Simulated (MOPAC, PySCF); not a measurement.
Bond stretch in BCl, singlet.

AM1, restricted, heats of formation (MOPAC); CASSCF(10,8)/cc-pVDZ (PySCF); RMP2/3-21G = PySCF with restricted MP2 (frozen core)/3-21G; UKS-LDA (SVWN5)/6-31G* = unrestricted LDA (SVWN5)/6-31G*, spherical d run with PySCF.

Energies are in eV, each relative to the lowest point of its own curve near equilibrium.

| R / Å | AM1 | CASSCF(10,8) | RMP2/3-21G | UKS-LDA (SVWN5)/6-31G* |
|---|---|---|---|---|
| 1.29 | 2.818 | 5.351 | 6.006 | 5.041 |
| 1.36 | 1.565 | 3.253 | 3.797 | 3.060 |
| 1.46 | ? | 1.412 | 1.818 | 1.327 |
| 1.54 | 0.246 | 0.606 | 0.906 | 0.565 |
| 1.63 | 0.055 | 0.159 | 0.336 | 0.135 |
| 1.68 | 0.010 | 0.050 | 0.161 | 0.032 |
| 1.72 | 0.000 | 0.000 | 0.074 | 0.000 |
| 1.79 | 0.040 | 0.003 | ? | 0.027 |
| 1.82 | 0.080 | ? | 0.000 | 0.063 |
| 1.88 | 0.202 | 0.125 | 0.024 | 0.170 |
| 2.02 | ? | 0.469 | 0.199 | 0.536 |
| 2.12 | 1.123 | 0.772 | 0.386 | 0.850 |
| 2.34 | 2.133 | 1.482 | 0.903 | 1.585 |
| 2.56 | 2.983 | 2.170 | 1.490 | 2.292 |
| 2.86 | ? | 2.993 | 2.295 | 3.138 |
| 3.12 | 4.424 | 3.569 | 2.936 | 3.738 |
| 3.45 | 4.934 | 4.090 | 3.632 | 4.326 |
| 3.77 | 5.295 | 4.377 | 4.174 | 4.708 |
| 4.17 | 5.643 | 4.529 | 4.678 | 5.007 |
| 4.68 | 5.992 | 4.590 | 5.078 | 5.218 |
| 5.20 | 6.279 | 4.608 | 5.258 | 5.327 |
| 6.08 | ? | 4.616 | 5.204 | 5.405 |
| 6.91 | 6.931 | 4.617 | 4.942 | 5.438 |

Q: Complete the blanks.

A: 
- 1.46, AM1: 0.607
- 1.79, RMP2/3-21G: 0.005
- 1.82, CASSCF(10,8): 0.031
- 2.02, AM1: 0.677
- 2.86, AM1: 3.865
- 6.08, AM1: 6.657

The restricted form behind AM1, RMP2/3-21G keeps the bonding electrons paired and can't separate into open-shell fragments. The natural occupations jump between 1.63 and 1.68 Å in the active space behind CASSCF(10,8). The unrestricted determinant behind UKS-LDA (SVWN5)/6-31G* is spin-contaminated at 3.45 to 6.91 Å (<S²> up to 0.7, against 0.00 for a pure singlet).
